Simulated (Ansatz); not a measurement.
```yaml
crystal:
  periodic: [false, false, false]
  atoms:
    - {symbol: C, position_ang: [-0.158078, 1.181677, -0.082145]}
    - {symbol: O, position_ang: [-0.450110, -0.090204, 0.458813]}
    - {symbol: Si, position_ang: [-0.086437, -1.538926, -0.190143]}
    - {symbol: F, position_ang: [1.494375, -1.643286, -0.449214]}
    - {symbol: H, position_ang: [-0.606230, 1.303509, -1.073059]}
    - {symbol: H, position_ang: [0.921392, 1.337249, -0.159246]}
    - {symbol: H, position_ang: [-0.576874, 1.934561, 0.586167]}
    - {symbol: H, position_ang: [-0.445740, -2.541681, 0.853126]}
basis:
  gaussian: {orbitals: def2-TZVPD}
magnetization: {spin_polarized: true, initial_magnetization: 1}
hamiltonian: {xc: {name: HF}}
correlation: {method: mp2}
output: {forces: true}
```

```sh
$ ansatz run in.yaml --threads 4 --pin off --events-out ev --progress --plain --max-ram 10444MiB
```

Shortened log:

```
Functional definition: HF
1304 factors; integrals over basis functions are off by at most 8.6e-4 eV
mean field evaluation 1: about -13700.0672 eV, gradient 2.8e1 eV
mean field evaluation 2: about -13700.0735 eV, gradient 2.8e1 eV
mean field evaluation 4: about -13703.5053 eV, gradient 2.9e0 eV
mean field evaluation 8: about -13703.6007 eV, gradient 2.0e-1 eV
mean field -13703.60151860 eV, -503.5980671737 hartree, gradient 3.2e-6 eV, S^2 0.754390; 0 other end points of the search recorded, 0 dependent functions left out
8 core orbitals not correlated: weight in the atoms' cores, before any rotation towards them, 1.000 or more for the frozen orbitals, at most 0.000 for the correlated occupied ones
reference -13703.60151860 eV, -503.5980671737 hartree; 13, 12 occupied and 175, 176 virtual orbitals, 1304 factors
second order -20.43696186 eV of doubles, -0.00000000 eV of singles
Total energy: -13724.03848046 eV, -504.3491116695 hartree
Atom 0 at    -0.158078     1.181677    -0.082145 Å, force     0.087363     0.401685    -0.203248 eV/Å
Atom 1 at    -0.450110    -0.090204     0.458813 Å, force    -0.149929    -0.147534     0.242604 eV/Å
Atom 2 at    -0.086437    -1.538926    -0.190143 Å, force    -0.099805    -0.274207     0.170841 eV/Å
Atom 3 at     1.494375    -1.643286    -0.449214 Å, force     0.152156    -0.017443    -0.061180 eV/Å
Atom 4 at    -0.606230     1.303509    -1.073059 Å, force     0.016893    -0.008876     0.046737 eV/Å
Atom 5 at     0.921392     1.337249    -0.159246 Å, force    -0.048082    -0.015006     0.010222 eV/Å
Atom 6 at    -0.576874     1.934561     0.586167 Å, force     0.021970    -0.048825    -0.030624 eV/Å
Atom 7 at    -0.445740    -2.541681     0.853126 Å, force     0.019435     0.110206    -0.175351 eV/Å
Dipole moment:    -0.149584     0.255679    -0.081887 e Å
```

Hardware: 4 threads of an Arm Neoverse V2 on a shared host. Wall time 6 s, peak host memory 0.85 GiB.
